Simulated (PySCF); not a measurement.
C₉H₈N₂.
SMILES with atom numbers: `[CH:1]#[C:2][c:3]1[cH:4][n:5][n:6][c:7]([CH:8]=[CH2:9])[c:10]1[CH3:11]`

Geometry (GFN2-xTB, Å), atoms numbered from 1 in this order:
```
atom  x, y, z in Å
C1     2.701   -1.664    2.185
C2     2.051   -0.917    1.505
C3     1.318   -0.008    0.708
C4     1.850    1.260    0.423
N5     1.215    2.145   -0.312
N6     0.052    1.873   -0.811
C7    -0.539    0.699   -0.602
C8    -1.849    0.516   -1.220
C9    -2.436    1.457   -1.950
C10    0.065   -0.313    0.175
C11   -0.583   -1.636    0.423
H12    3.263   -2.322    2.779
H13    2.816    1.559    0.805
H14   -2.333   -0.436   -1.057
H15   -3.403    1.305   -2.399
H16   -1.951    2.403   -2.110
H17   -0.763   -2.153   -0.520
H18   -1.539   -1.503    0.927
H19    0.058   -2.258    1.045
```

NICS = −σ at a ghost point: NICS(0) at the centroid of the ring atoms, NICS(1) 1 Å to either side along the normal of their mean plane, zz for the tensor component along that normal. Level: GIAO PBE0/pcSseg-1 (PySCF, non-relativistic, gas phase) on the GFN2-xTB geometry, one conformer.

Ring bond lengths (Å), with Mayer bond orders in brackets: C3–C4 1.405 (1.33), C4–N5 1.314 (1.52), N5–N6 1.295 (1.34), N6–C7 1.331 (1.48), C7–C10 1.412 (1.20), C10–C3 1.395 (1.39).

Question: What do the NICS probes read (ppm)?

Answer: 
```tsv
ring	type	NICS(0)	NICS(1), two faces	NICS(1)zz, two faces	rms pucker (Å)	centre to ring atoms, mean (Å)
C3–C4–N5–N6–C7–C10	6-membered ring with 2 N; formal bonds all aromatic	-4.4	-10.2 / -10.2	-23.1 / -23.1	0.00	1.36
```

Question: What do they say, and how far can they be read as aromaticity?

Answer: 
- C3–C4–N5–N6–C7–C10: mean NICS(1)zz -23.1 ppm, shielded. The ring is flat and has no four-coordinate atom; by the NICS criterion it is aromatic. NICS(0) lies 6 ppm above the mean NICS(1).

Question: And the bond-length index? HOMA = 1 − mean of α(R − Ropt)² over the ring bonds, with Krygowski's 1993 parameters (CC: Ropt 1.388 Å, α 257.7 Å⁻²; CN: Ropt 1.334 Å, α 93.52 Å⁻²; NN: Ropt 1.309 Å, α 130.33 Å⁻²).

Answer: 
- C3–C4–N5–N6–C7–C10: HOMA 0.95; the largest term is that of C7–C10, α(R − Ropt)² = 0.14. The geometric and the magnetic index point the same way.
